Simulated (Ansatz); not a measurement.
`CN([SiH2]O)[SiH2]F` + `B[SiH2]O` → `B[SiH2]O[SiH2]F` + `CN[SiH2]O`  (ligand exchange at the Si–N bond)

Calculated with Ansatz (gas phase, PBE0-D4/def2-TZVP geometries, no zero-point term in ΔE). CCSD(T)/CBS is the MP2 limit (def2-TZVPP, def2-QZVPP) plus CCSD(T) − MP2 in def2-TZVPP, frozen cores. Functionals use def2-TZVPP. Each species was taken in one conformer, which may not be the lowest.

`CN([SiH2]O)[SiH2]F`:

```xyz
14

C     0.709    1.067   -0.939
N    -0.034   -0.026   -0.302
Si    0.849   -1.021    0.801
O     1.421   -0.208    2.111
Si   -1.718   -0.121   -0.562
F    -2.524    0.972    0.292
H     1.713    0.736   -1.218
H     0.811    1.933   -0.279
H     0.204    1.395   -1.852
H     2.078   -1.510    0.137
H    -0.072   -2.116    1.196
H     0.781    0.153    2.727
H    -2.009    0.192   -1.981
H    -2.208   -1.447   -0.132
```

`B[SiH2]O`:

```xyz
8

B     1.289    0.099    0.482
Si   -0.647    0.282   -0.004
O    -1.150   -0.561   -1.336
H     2.017   -0.736    0.029
H     1.752    0.830    1.310
H    -1.007    1.696   -0.283
H    -1.400   -0.142    1.222
H    -0.855   -1.468   -1.419
```

`B[SiH2]O[SiH2]F`:

Z-matrix (Å, degrees):
```
Si
O 1 1.651
B 1 2.004 2 114.9
H 1 1.491 2 107.4 3 121.5
H 1 1.490 2 108.1 3 -122.4
Si 2 1.615 1 144.6 3 11.0
H 3 1.196 1 123.9 2 1.0
H 3 1.197 1 118.6 2 -179.3
F 6 1.596 2 109.6 1 53.8
H 6 1.480 2 110.9 1 -63.8
H 6 1.476 2 108.8 1 171.4
```

`CN[SiH2]O`:

Z-matrix (Å, degrees):
```
C
N 1 1.446
H 1 1.097 2 113.4
H 1 1.093 2 109.4 3 -120.0
H 1 1.094 2 111.4 3 121.9
Si 2 1.705 1 125.5 3 97.3
H 2 1.008 1 113.7 3 -65.2
O 6 1.652 2 118.0 1 -83.0
H 6 1.489 2 105.4 1 38.4
H 6 1.479 2 107.7 1 160.6
H 8 0.958 6 117.8 2 73.7
```

```tsv
level	ΔE (eV)
B2PLYP	-0.59
MP2/def2-QZVPP	-0.53
```

**Question.** What does CCSD(T)/CBS give? (Estimate.)

**Answer.** The calculation gave: -0.54 eV. The listed levels differ from it by -0.05, 0.01 eV.

Largest T1 diagnostic among the species: 0.012.

In def2-TZVPP, CCSD(T) changes the Hartree–Fock value by +0.23 eV (the triples alone add +0.04 eV) and MP2 by +0.25 eV. The D4 term adds +0.06 eV with B3LYP and +0.03 eV with PBE0; it sums over pairs of atoms, weighted by their polarisabilities, and B3LYP, whose exchange is more repulsive, gets the larger term.

B3LYP here is the variant with VWN-RPA as its local correlation; programs differ in this.
